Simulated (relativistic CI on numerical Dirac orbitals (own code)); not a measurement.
One change at a time: Si+

Base calculation: Dirac-Coulomb-Breit CI, KLI orbitals optimised for each configuration, QED by a radiative potential, valence Slater integrals scaled by 0.85, P86 correlation energy added to each configuration.

Configuration list (outside the closed core [Ne]): 3s²3p, 3s3p², 3s²4s, 3s²3d, 3s²4p, 3s²5s, 3s²4d, 3s²4f, 3s²5p, 3s3p3d, 3s²5d, 3s²5f, 3s²5g, 3s3p4s, 3p³, 3s3p4p. Levels of other configurations are missing.

Variants: (1) Slater integrals left unscaled; (2) valence Slater integrals scaled by 0.75; (3) configuration mixing switched off; (4) Breit term removed. Shifts of the energy above 3s²3p ²P°1/2, in cm⁻¹, for the lowest level and the first level of each name with at least 55 % of one term (blank where a level changes its place among those of its configuration and J or its character, or is not in the variant):

| Level | Base | Δ(1) | Δ(2) | Δ(3) | Δ(4) | Measured |
| --- | --- | --- | --- | --- | --- | --- |
| 3s²3p ²P°1/2 | 0.0 | 0.0 | 0.0 | 0.0 | 0.0 | 0.0 |
| 3s²3p ²P°3/2 | 271.3 | -5.3 | +3.3 | +17.3 | +16.0 | 287.2 |
| 3s3p² ⁴P1/2 | 41994.9 | -1381.3 | +1071.4 | -6230.9 | +2.9 | 42824.3 |
| 3s3p² ⁴P3/2 | 42099.2 | -1378.6 | +1069.6 | -6229.5 | +8.7 | 42932.6 |
| 3s3p² ⁴P5/2 | 42268.5 | -1373.7 | +1066.4 | -6226.8 | +20.5 | 43107.9 |
| 3s3p² ²D3/2 | 58846.9 | +626.6 | -354.7 | +1695.1 | +17.9 | 55309.3 |
| 3s3p² ²D5/2 | 58862.7 | +627.5 | -355.4 | +1712.8 | +20.6 | 55325.2 |
| 3s²4s ²S1/2 | 71862.1 | +1825.6 | -1088.5 | -5192.9 | +17.9 | 65500.5 |
| 3s3p² ²S1/2 | 78694.1 | +5132.5 | -3273.0 | -5546.8 | +19.5 | 76665.4 |
| 3s²3d ²D3/2 | 86316.9 | +3703.9 | -2329.3 | -12188.2 | +25.4 | 79338.5 |
| 3s²3d ²D5/2 | 86334.8 | +3708.1 | -2331.0 | -12209.3 | +27.0 | 79355.0 |
| 3s²4p ²P°1/2 | 87999.4 | +1972.7 | -1183.2 | -5752.1 | +19.3 | 81191.3 |
| 3s²4p ²P°3/2 | 88057.7 | +1973.4 | -1183.7 | -5754.6 | +22.1 | 81251.3 |
| 3s3p² ²P1/2 | 89520.7 | +6968.4 | -4530.1 | -5002.1 | +14.8 | 83801.9 |
| 3s3p² ²P3/2 | 89715.1 | +6970.6 | -4530.3 | -5009.7 | +26.5 | 84004.3 |
| 3s²5s ²S1/2 | 105327.4 | +2200.4 | -1316.8 | -6388.7 | +21.3 | 97972.1 |
| 3s²4d ²D3/2 | 108486.4 | +2679.4 | -1585.6 | -7540.9 | +25.1 | 101023.1 |
| 3s²4d ²D5/2 | 108486.9 | +2681.6 | -1586.7 | -7543.8 | +25.9 | 101024.4 |
| 3s3p3d ²D°3/2 | 109687.8 | -2083.8 | +1536.7 |  | +29.4 | 108778.7 |
| 3s3p3d ²D°5/2 | 109733.2 | -2083.6 | +1536.4 |  | +32.8 | 108820.6 |
| 3s²5p ²P°1/2 | 111158.9 | +2067.5 | -1242.9 | -6064.1 | +22.2 | 103860.7 |
| 3s²5p ²P°3/2 | 111183.5 | +2069.0 | -1243.6 | -6065.9 | +23.3 | 103885.2 |

For a near-neutral ion this model can misplace configurations by up to about 10,000 cm⁻¹ (more where the count of f electrons changes) and terms by 10 to 25 % of their spread. Rates follow the energies as ν³ (E1, M1) or ν⁵ (E2), so they and the lifetimes can be off by large factors. The fine structure of a lone outer electron comes out too small, for d and f at times inverted, and misplaced configurations move strength between like terms. 48 of the 48 excited levels that our extract of the measured tables holds in this range could be paired (the sources list more); they are missed by 3728 cm⁻¹ on average and 9096 at most, and levels without a partner can miss by more.

Measured levels: NIST Handbook of Basic Atomic Spectroscopic Data (Sansonetti and Martin, J. Phys. Chem. Ref. Data 34, 1559 (2005)).

Ionisation energy from the two ground configurations alone: base 16.62 eV. The NIST ASD value (measured) is 16.3458 eV.
